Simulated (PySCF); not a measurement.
Si(F)(H)2(nPr) (C₃H₉FSi), SMILES CCC[SiH2]F. Atoms are numbered in the order given.

```xyz
14

Si     0.9882    -0.4624     0.0368
F      2.4454     0.1051    -0.4763
C     -0.3035     0.8809    -0.2449
C     -1.6293     0.6797     0.5115
C     -2.3821    -0.5941     0.1176
H      0.7106    -1.7213    -0.7359
H      1.1059    -0.7782     1.5038
H      0.1751     1.8381     0.0581
H     -0.4868     0.9656    -1.3392
H     -2.2844     1.5613     0.3403
H     -1.4291     0.6660     1.6057
H     -1.8015    -1.5106     0.3567
H     -3.3515    -0.6742     0.6491
H     -2.5933    -0.6174    -0.9721
```

Geometry optimised at PBE-D3(BJ)/def2-SVP. Other conformers were not sampled.

Two levels are set side by side: PBE/pcSseg-1 (PySCF) and PBE0/pcSseg-1 (PySCF). GIAO shifts against CFCl3 (¹⁹F), TMS (²⁹Si), TMS (¹H), TMS (¹³C) at the same level; non-relativistic, no solvent, atoms listed together averaged. Differences are taken from unrounded values.

| quantity | PBE |
|---|---|
| δ(²⁹Si) of Si1 (ppm) | 20.6 |
| δ(¹⁹F) of F2 (ppm) | -248.0 |
| δ(¹³C) of C3 (ppm) | 22.4 |
| δ(¹³C) of C4 (ppm) | 25.7 |
| δ(¹³C) of C5 (ppm) | 22.6 |
| δ(¹H) of H8, H9 (ppm) | 1.64 |

Q: These are the PBE values. What does PBE0 give? (Estimate from the structure and the level; the computed values follow.)

A: 
```tsv
quantity	PBE0	PBE minus PBE0
δ(²⁹Si) of Si1 (ppm)	17.9	2.7
δ(¹⁹F) of F2 (ppm)	-226.3	-21.7
δ(¹³C) of C3 (ppm)	20.0	2.4
δ(¹³C) of C4 (ppm)	23.5	2.2
δ(¹³C) of C5 (ppm)	21.6	1.0
δ(¹H) of H8, H9 (ppm)	1.56	0.08
```

Rough cost on one machine, each run with all the roots and properties that it gave: PBE0 against PBE within a factor of 2.
